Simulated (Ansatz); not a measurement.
Cartesian coordinates in Å:
```
C 1.271 -0.920 -0.681
S -0.506 -0.807 -1.053
Si -1.012 0.879 0.127
O -0.808 0.639 1.743
H 1.439 -1.065 0.385
H 1.794 -0.026 -1.021
H 1.654 -1.784 -1.223
H -2.427 1.158 -0.231
H -0.122 2.023 -0.177
H -1.281 -0.098 2.132
```

Charge 0, multiplicity 1.

(1) List the PBE/def2-TZVPP orbital energies in eV (the Gaussian-basis code of Ansatz). (An estimate is asked.)

Results:

(1) Ansatz gave: Occupied: -2395.55, -1780.29, -510.45, -269.77, -208.50, -154.67, -154.54, -154.43, -137.92, -94.69, -94.66, -94.62, -25.18, -19.36, -15.90, -13.85, -11.51, -10.65, -10.58, -9.35, -9.10, -8.75, -7.62, -7.08, -5.87. Lowest empty: -0.64, -0.29, 0.22, 1.02, 1.08, 1.44, 1.88, 2.51.
